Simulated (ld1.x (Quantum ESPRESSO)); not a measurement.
# N PAW: all-electron and pseudo phase curves

- Element: N (Z = 7)
- Generator: ld1.x (Quantum ESPRESSO) 7.5
- Type: PAW
- Functional: PW91
- Relativity: scalar-relativistic
- Frozen core: [He]
- Valence charge: 5
- Reference configuration: 2s2 2p3
- Partial waves: 2s (bound): rcut 1.15, rcutus 1.30 bohr; 2s channel at -0.95 Ry: rcut 1.15, rcutus 1.30 bohr; 2p (bound): rcut 1.80, rcutus 2.25 bohr; 2p channel at 1.45 Ry: rcut 1.80, rcutus 2.25 bohr; 3d channel at 0.35 Ry: rcut 1.55, rcutus 1.90 bohr; 3d channel at 2.45 Ry: rcut 1.55, rcutus 1.90 bohr
- Local potential: all-electron potential smoothed inside 1.70 bohr (lloc = -2)
- Core correction: Bessel-smoothed model core inside 0.70 bohr
- Augmentation charge: BESSEL, radius 0.95 bohr

The phase is arctan(r·u′/u) with u = r·R(r), unwrapped; energies in Ry, scanned from -3 to 5 Ry. A pole is an energy at which the radial function vanishes at the test radius. The pseudo phase is shifted by a multiple of π to meet the all-electron one at the reference energy, and phase errors are pseudo minus all-electron; the curves can meet again beyond the range given. Levels narrower than the energy grid can be missing from the lists of poles.

```json
{"channel": "s", "radius (bohr)": "2.45", "reference energy (Ry)": "-1.37", "poles, all-electron": "-1.10", "poles, pseudo": "-1.10", "unbroken range about the reference energy with phases within 0.05 rad": "the whole range", "phase error 1 Ry above the reference energy (rad)": "-0.000"}
{"channel": "p", "radius (bohr)": "2.45", "reference energy (Ry)": "-0.53", "poles, all-electron": "-0.19, 4.95", "poles, pseudo": "-0.19", "unbroken range about the reference energy with phases within 0.05 rad": "the whole range", "phase error 1 Ry above the reference energy (rad)": "+0.000"}
{"channel": "d", "radius (bohr)": "2.45", "reference energy (Ry)": "0.35", "poles, all-electron": "3.58", "poles, pseudo": "3.58", "unbroken range about the reference energy with phases within 0.05 rad": "the whole range", "phase error 1 Ry above the reference energy (rad)": "+0.000"}
```

Phases in the d channel:

```tsv
E (Ry)	all-electron	pseudo
-3.00	1.359	1.359
-2.76	1.351	1.351
-2.52	1.344	1.344
-2.28	1.335	1.335
-2.04	1.325	1.325
-1.80	1.314	1.314
-1.56	1.302	1.302
-1.32	1.287	1.287
-1.08	1.271	1.271
-0.84	1.251	1.251
-0.60	1.227	1.227
-0.36	1.198	1.198
-0.12	1.160	1.160
0.12	1.112	1.112
0.36	1.046	1.046
0.60	0.951	0.951
0.84	0.805	0.805
1.08	0.566	0.566
1.32	0.172	0.172
1.56	-0.348	-0.348
1.80	-0.788	-0.788
2.04	-1.064	-1.064
2.28	-1.231	-1.231
2.52	-1.339	-1.339
2.76	-1.415	-1.415
3.00	-1.472	-1.472
3.24	-1.518	-1.518
3.48	-1.556	-1.556
3.72	-1.589	-1.589
3.96	-1.620	-1.620
4.20	-1.650	-1.650
4.44	-1.681	-1.681
4.68	-1.713	-1.713
4.92	-1.750	-1.749
```
